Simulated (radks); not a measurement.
Nb12+, configuration [Ar] 3d10 4s1. Calculated with a radial shooting solver on a logarithmic mesh with Libxc functionals: Dirac Kohn-Sham, BLYP, spin-unpolarised, spherical densities, finite nucleus; Fermi nuclear charge, rms radius 4.324 fm.

Unscreened Slater integrals over Kohn-Sham orbitals (cm^-1). Large and small components are both included.

\begin{tabular}{lr}
integral & value \\ \hline
F0(4s1/2,4s1/2) & 195510 \\
F0(4s1/2,3d5/2) & 245970 \\
G2(4s1/2,3d5/2) & 23293 \\
F0(4s1/2,3d3/2) & 246260 \\
G2(4s1/2,3d3/2) & 23113 \\
F0(4s1/2,3p3/2) & 244330 \\
G1(4s1/2,3p3/2) & 22455 \\
F0(3d5/2,3d5/2) & 470100 \\
F2(3d5/2,3d5/2) & 232200 \\
F4(3d5/2,3d5/2) & 147650 \\
F0(3d5/2,3d3/2) & 471910 \\
F2(3d5/2,3d3/2) & 232890 \\
G2(3d5/2,3d3/2) & 232060 \\
G4(3d5/2,3d3/2) & 147560 \\
F0(3d5/2,3p3/2) & 453950 \\
F2(3d5/2,3p3/2) & 219590 \\
G1(3d5/2,3p3/2) & 255970 \\
G3(3d5/2,3p3/2) & 162850 \\
F0(3d3/2,3d3/2) & 473740 \\
F2(3d3/2,3d3/2) & 233610 \\
F0(3d3/2,3p3/2) & 455500 \\
F2(3d3/2,3p3/2) & 219770 \\
G1(3d3/2,3p3/2) & 255370 \\
G3(3d3/2,3p3/2) & 162490 \\
F0(3p3/2,3p3/2) & 445120 \\
F2(3p3/2,3p3/2) & 224160 \\
\end{tabular}
